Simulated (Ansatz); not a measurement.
Relaxation of SnH2 with RKS r2SCAN-D4/def2-TZVP.

```sh
$ ansatz run in.yaml --threads 4 --pin off --events-out ev --progress --plain --max-ram 3916MiB
```

```yaml
crystal:
  periodic: [false, false, false]
  atoms:
    - {symbol: Sn, position_ang: [0.005160, -0.008860, -0.870070]}
    - {symbol: H, position_ang: [1.236480, -0.017770, 0.442810]}
    - {symbol: H, position_ang: [-1.241640, 0.026630, 0.427260]}
basis:
  gaussian: {orbitals: def2-TZVP}
hamiltonian: {xc: r2scan, dispersion: d4}
scf: {omitted_lower_state_checks: [starts]}
output: {orbitals: {seedname: orbitals}}
relax: {f_tol: 0.02, max_steps: 100}
```

Hardware: 4 threads of Arm Neoverse V1 on a shared host. Wall time 2.8 s.

Positions (Å) and forces (eV/Å) at steps 1, 2, 4 of 4:

```xyz
3
step=1 energy=-5864.9140 eV
Sn    0.005   -0.009   -0.870   -0.001    0.005    0.542
H     1.236   -0.018    0.443   -0.118   -0.001   -0.273
H    -1.242    0.027    0.427    0.119   -0.005   -0.269
3
step=2 energy=-5864.8901 eV rejected
Sn    0.005   -0.008   -0.769    0.001   -0.006   -0.600
H     1.325   -0.020    0.393   -0.081    0.004    0.301
H    -1.330    0.028    0.376    0.080    0.002    0.299
3
step=4 energy=-5864.9266 eV
Sn    0.005   -0.009   -0.835    0.000    0.000   -0.001
H     1.251   -0.018    0.425    0.000    0.000    0.000
H    -1.256    0.027    0.410    0.000    0.000    0.000
```

In the def2 sets Sn takes a core potential; there is no spin–orbit coupling.
